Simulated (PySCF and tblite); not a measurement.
## Conformers and averaged properties: C₃H₆BrF, numbered as in [CH3:1][C@H:2]([F:3])[CH2:4][Br:5]

Conformers came from 60 starts (ETKDG and KDG, MMFF94s, GFN2-xTB); geometries are PBE0-D3(BJ)/def2-SVP. Free energies are B3LYP-D3(BJ)/def2-SVP single points with GFN2-xTB rigid-rotor and vibrational terms (modes under about 100 cm⁻¹ blended into free rotors). Symmetry numbers and mirror images are counted. Conformers within 3 kcal/mol (GFN2-xTB free energy) were kept, 2 at most. GIAO shieldings: WP04/pcSseg-1. Couplings: B3LYP/6-31G* with pcJ-1 on H, F (gas phase; spin-dipole term only for pairs with B, N, F, Si or P). Couplings are for ¹⁹F, ¹H. H–H couplings come out 0.1 to 0.9 Hz lower than with pcJ-1 on all atoms. Shifts are against TMS (¹H), TMS (¹³C), CFCl3 (¹⁹F) at the same level; of two unlike H on one atom, a is the less shielded. Codes: tblite and PySCF.

Torsions listed: F3–C2–C4–Br5.

```
conformer  shape  symmetry  E(GFN2, own minimum) kcal/mol  E(DFT) kcal/mol  G(298.15 K) kcal/mol  weight %  dipole D
        1   171°        C1                           0.00             0.00                  0.00      81.0      0.46
        2    64°        C1                           2.05             0.98                  0.86      19.0      2.76
```

Weights (%) against temperature:

```csv
T (K),1,2,S(mix) cal/mol/K
180,91.9,8.1,0.56
230,86.8,13.2,0.77
298.15,81.0,19.0,0.97
330,78.7,21.3,1.03
400,74.6,25.4,1.13
```

Averaged shifts at 298.15 K. ¹H: 4.35 (H2, 1H), 3.37 (H4a, 1H), 2.97 (H4b, 1H), 1.42 (H1, 3H) ppm. ¹³C: 94.0 (C2), 47.3 (C4), 21.2 (C1) ppm. ¹⁹F: -186.5 (F3) ppm.

Averaged couplings (Hz): ³J(H1,F3) 22.6, ²J(H2,F3) 54.9, ³J(F3,H4a) 10.3, ³J(F3,H4b) 8.8, ²J(H1,H1) -14.5, ³J(H1,H2) 6.8, ³J(H2,H4a) 5.8, ³J(H2,H4b) 10.1, ²J(H4a,H4b) -11.1. Computed couplings to fluorine can be off by tens of per cent at such levels.

Coordinates of conformer 1 (Å):

```xyz
11

C     1.235   -0.302    0.064
C     0.013    0.564   -0.111
F     0.144    1.696    0.673
C    -1.290   -0.085    0.319
Br   -1.789   -1.548   -0.847
H     1.169   -1.198   -0.567
H     2.137    0.260   -0.215
H     1.332   -0.617    1.115
H    -0.080    0.896   -1.160
H    -2.104    0.649    0.280
H    -1.214   -0.489    1.337
```

Coordinates of conformer 2 (Å):

```xyz
11

C     1.299    0.286   -0.222
C     0.068   -0.178    0.526
F     0.229   -1.499    0.875
C    -1.181   -0.040   -0.315
Br   -2.787   -0.509    0.661
H     1.403   -0.249   -1.177
H     1.254    1.366   -0.426
H     2.193    0.086    0.385
H    -0.055    0.400    1.459
H    -1.131   -0.707   -1.185
H    -1.308    0.996   -0.655
```

Spin–orbit effects of the heavy atoms on shieldings are missing. At a carbon that bears Br the missing effect is some 10 ppm, beside I tens of ppm. Unscaled ¹⁹F shifts at such levels can be off by tens of ppm; differences between conformers or isomers are more reliable. Shifts are unscaled: against experiment ¹³C can be off by 15 ppm or more and ¹H by 0.8 ppm. For its torsions the set is small; conformers may be missing.

Search and properties took 55 s on 1 thread of Arm Neoverse V2 (shared host) (rough), launched as `OMP_NUM_THREADS=1 python ens_run.py task.json out`.
